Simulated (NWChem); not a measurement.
# C₃H₇Al; SMILES [CH3][AlH][CH]=C

```xyz
11

Al    -0.4821     0.5051     0.0023
H     -2.0812     0.3470     0.0008
C      0.3528     2.2850     0.0005
H      0.0055     2.8886     0.8672
H      0.0569     2.8580    -0.9056
H      1.4611     2.2541     0.0316
C      0.5354    -1.1683     0.0013
C     -0.1049    -2.3620    -0.0022
H      1.6431    -1.2032     0.0032
H      0.4257    -3.3333    -0.0033
H     -1.2093    -2.4287    -0.0041
```
Atoms are numbered in this order, from 1.

Level: PBE-D3(BJ)/def2-SVP (NWChem), optimised geometry, unscaled harmonic frequencies. 

### Question
List the harmonic frequencies with IR intensities, and the thermochemistry.

### Answer
```csv
frequency (cm⁻¹),IR intensity (km/mol)
44,0.1
78,0.0
124,0.6
259,3.1
397,12.7
423,34.6
522,21.1
625,59.9
641,123.6
661,49.4
743,230.4
961,13.1
963,28.3
1027,9.8
1165,24.9
1225,2.0
1371,19.4
1374,1.2
1376,1.7
1591,30.4
1851,185.3
2960,2.1
3020,28.4
3043,10.3
3043,4.5
3070,6.5
3108,15.7
```

- zero-point energy = 51.0 kcal/mol
- thermal correction to the enthalpy at 298.15 K (with zero-point energy) = 56.0 kcal/mol
- heat capacity Cv = 23.3 cal/(mol K)
- entropy at 298.15 K and 1 atm (symmetry number 1) = 82.0 cal/(mol K)
- dipole moment = 0.68 D

Rigid rotor and harmonic oscillator; modes under 100 cm⁻¹ make the entropy uncertain.
